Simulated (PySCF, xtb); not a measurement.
C2H6ClFSi2, SMILES F[SiH2]/C=C(/[SiH3])Cl.

GFN2-xTB in xtb at its own geometry gives an orbital gap of 3.56 eV and a dipole moment of 1.77 D.

Coordinates come from a B3LYP-D3(BJ)/def2-SVP optimisation. The structure was generated by enumeration; whether it is a known compound was not checked. The values are those of a single conformer.

What does PySCF with M06-2X/def2-TZVP give? (An estimate is asked for; the answer gives what the named calculation found.)

gap 8.54 eV (levels -9.15 and -0.60 eV), dipole 1.54 D.
